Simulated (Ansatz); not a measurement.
C$_{2}$H$_{7}$FGeO (`[CH3][Ge]([CH3])([OH])[F]`). Total charge 0; spin multiplicity 1.

Z-matrix (Å, degrees):
```
C
Ge 1 1.936
H 1 1.091 2 109.8
H 1 1.091 2 110.1 3 -119.5
H 1 1.091 2 110.3 3 120.1
C 2 1.927 1 118.8 3 177.2
O 2 1.771 1 112.1 3 -58.3
F 2 1.750 1 105.1 3 56.4
H 6 1.090 2 109.1 1 -178.2
H 6 1.090 2 110.3 1 -58.3
H 6 1.091 2 110.2 1 62.2
H 7 0.960 2 113.4 1 55.7
```

Question: List the harmonic frequencies (cm⁻¹, unscaled) at PBE0-D4/def2-TZVP in Ansatz. (Estimate.)

Answer: Ansatz gave: 85, 110, 148, 179, 191, 199, 238, 269, 597, 645, 679, 721, 749, 773, 823, 840, 914, 1266, 1270, 1446, 1447, 1452, 1456, 3066, 3071, 3160, 3160, 3163, 3169, 3900.

Question: Is this a minimum?

Answer: Yes, all 30 modes are real.

Question: Give the ideal-gas thermochemistry at 298.15 K and 1 bar (rigid rotor, harmonic oscillator; point group C1, symmetry number 1).

Answer: Zero-point energy 234.4 kJ/mol; H(298) − E = 259.5 kJ/mol; entropy 376.0 J/(mol·K), of which translation 170.4, rotation 111.9, vibration 93.8; G(298) − E = 147.3 kJ/mol. Modes under 100 cm⁻¹ are hindered rotations or soft bends, so the harmonic entropy is rough.
